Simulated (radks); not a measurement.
Values are calculated unless marked as measured or tabulated.
F+, 8 electrons, occupied as [He] 2s2 2p4. Code: a radial shooting solver on a logarithmic mesh with Libxc functionals. Model: scalar-relativistic Kohn-Sham, r2SCAN, spin-polarised, spherical densities, finite nucleus; open shells are filled with parallel spins first; meta-GGA in the generalised Kohn-Sham scheme; Fermi nuclear charge, rms radius 2.8976 fm.

Radial electron density D(r) = 4 pi r^2 rho(r):

r (bohr)  D(r) (e/bohr)  spin D(r)
0.01039          0.5130  0.0000833
0.01153          0.6185   0.000104
0.01279          0.7441   0.000130
0.01419          0.8930   0.000164
0.01575           1.069   0.000209
0.01747           1.275   0.000267
0.01939           1.516   0.000345
0.02151           1.796   0.000449
0.02387           2.119   0.000590
0.02649           2.488   0.000784
0.02939           2.907    0.00105
0.03261           3.376    0.00142
0.03618           3.898    0.00195
0.04015           4.469    0.00268
0.04455           5.084    0.00371
0.04943           5.735    0.00517
0.05485           6.408    0.00722
0.06086           7.087     0.0101
0.06753           7.749     0.0141
0.07494           8.365     0.0198
0.08315           8.906     0.0276
0.09226           9.337     0.0384
0.1024            9.626     0.0532
0.1136            9.743     0.0731
0.126             9.667     0.0999
0.1399            9.389      0.135
0.154             8.956      0.177
0.1708            8.322      0.235
0.1895            7.556      0.309
0.2103            6.719      0.400
0.2334            5.887      0.510
0.259             5.135      0.643
0.2873            4.539      0.798
0.3188            4.155      0.972
0.3538            4.011       1.16
0.3925            4.100       1.36
0.4356            4.386       1.55
0.4833            4.799       1.74
0.5363            5.249       1.89
0.595             5.640       1.99
0.6603            5.889       2.02
0.7326            5.936       1.99
0.8129            5.753       1.88
0.902             5.346       1.72
1.001             4.752       1.50
1.111             4.033       1.25
1.232             3.260      0.997
1.367             2.504      0.754
1.517             1.823      0.540
1.684             1.252      0.364
1.868            0.8083      0.229
2.073            0.4883      0.134
2.3              0.2747     0.0721
2.552            0.1431     0.0353
2.832           0.06876     0.0155
3.142           0.03025    0.00601
3.486           0.01210    0.00198
3.869          0.004362   0.000528

D(r) has 2 maxima, at r = 0.115, 0.710 bohr, and minima at 0.357 bohr, inside which lie 2.20 electrons.
